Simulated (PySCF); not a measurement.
HN2 (SMILES N#[NH+]), charge +1, singlet, at a GFN2-xTB geometry. Base run: PySCF with TPSS/def2-SV(P).

PySCF was given this input:
```python
from pyscf import gto, scf, dft

mol = gto.M(
    atom='''
N    -0.000000   -0.000000   -0.435395
N     0.000000    0.000000    0.644830
H    -0.000000   -0.000000   -1.466046
''',
    basis='def2-sv(p)',
    charge=1,
    spin=0,
    verbose=4,
    symmetry=True,
)

mf = dft.RKS(mol)
mf.xc = 'tpss'
mf.kernel()
mf.analyze()
```

Variants of this job, named by their change:

```tsv
change	ΔE vs base (eV)	point group used	SCF cycles
base	0.00	Coov	8
symmetry_subgroup = C2v	0.00	C2v	8
symmetry = off	0.00	C1	8
```
